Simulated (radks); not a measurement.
Numerical settings for neutral hafnium, [Xe] 4f14 5d2 6s2. Method: Dirac Kohn-Sham, PBE, spin-unpolarised, spherical densities, finite nucleus; open shells fill j = l - 1/2 first; Fermi nuclear charge, rms radius 5.347 fm; computed with a radial shooting solver on a logarithmic mesh with Libxc functionals. The defaults (mesh step 0.008 in ln r, mesh end at 40 bohr or more with all orbitals vanishing there, Anderson mixing 0.5 over 9 steps, residual threshold near 1e-9 with the energy settled to 1e-9 hartree or 1e-11 of itself, here a cap of 54 iterations) give E = -15095.6307 hartree and 5d3/2 at -2.821 eV in 16 iterations. Run on one thread of a shared host, so times are rough (Arm Neoverse N1): 0.25 s of CPU time, 0.25 s wall, 16 iterations on 2440 mesh points. Changes against that run (0 stands for a change within the tolerance of the run):

setting	iterations	converged	E (mhartree)	e(5d3/2) (meV)	CPU (s)
mesh step in ln r 0.12	4	no	diverged	-	0.02
mesh step in ln r 0.003	17	yes	0	0	0.65
mesh step in ln r 0.02	16	yes	0	0	0.12
mesh end (bohr) 1	14	level above zero	+3.15e+05	+7.17e+05	0.14
mesh end (bohr) 5	15	level above zero	+224	+3.84e+03	0.18
residual threshold 1e-05	13	yes	0	+0.0202	0.23
residual threshold 1e-16	54	no	0	0	0.44
mixing 1.5	17	yes	0	0	0.28
linear mixing, mixing 0.05	54	no	+0.814	-103	0.65
linear mixing, mixing 0.8	54	no	+2.19e+05	+752	1.7
mixing history 2	31	yes	0	0	0.38
iteration cap 3	3	no	+31.1	+310	0.07

Settled on a wrong energy, with an occupied level pushed above zero by the early mesh end: mesh end (bohr) 1 (+315 hartree); mesh end (bohr) 5 (+0.224 hartree). Apart from these: no run marked as converged misses the energy by more than 1 mhartree. A mesh that ends early acts as a hard wall.
